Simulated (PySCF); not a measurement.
An unknown shows these calculated signals:

¹H NMR (500 MHz, computed): δ 7.24 (m, 1H), 6.80 (m, 1H), 6.40 (m, 1H), 4.07 (m, 1H).

¹³C{¹H} NMR (computed): δ 165.6 (C), 156.3 (CH), 151.7 (CH), 144.3 (CH), 99.5 (C), 67.0 (CH).

[PySCF: GFN2-xTB structure; PBE0/pcSseg-1 with gauge-including orbitals; non-relativistic Hamiltonian; a single conformation; no solvent]

Scale: ¹H, ¹³C vs TMS (reference shieldings calculated alike).

**Question.** Which of these does the molecule contain: a tert-butyl group, an ester, a non-aromatic C=C double bond, a C≡C triple bond?

**Answer.** 
- A tert-butyl group: no.
- An ester: no.
- A non-aromatic C=C double bond: yes.
- A C≡C triple bond: no.

The data belong to `F[C@@]12C=C[C@@H]1C(Cl)=C2`, C6H4ClF; they needn't prove each group on their own.

Carbon signals by region: 1 in the far downfield region (above 160 ppm), 3 in the sp2 and nitrile region (100–160 ppm), 2 at 50–100 ppm. Above 160 ppm: 165.6, fully substituted alkene carbon.

Carbons that carry Cl, above all several Cl atoms, come out too deshielded, partly because spin–orbit coupling is missing. Splittings by ¹⁹F in the carbon and heteronuclear signals aren't shown, as no couplings were computed. Shifts are as computed. Against solution values, carbons near 30 ppm lie about +3 ppm off and those near 130 ppm about +5 ppm; carbons on Cl a further +6 ppm. Of 1211 compounds with measured shifts, 218 miss one by over three times the rms of a fit or turn the order of signals round; such compounds aren't used in these exercises. No couplings were computed; multiplicities are counted from neighbouring protons, with m where these are inequivalent, close in shift, in a saturated or five-membered ring or joined by F or P, and br s for small geminal =CH2 splittings.
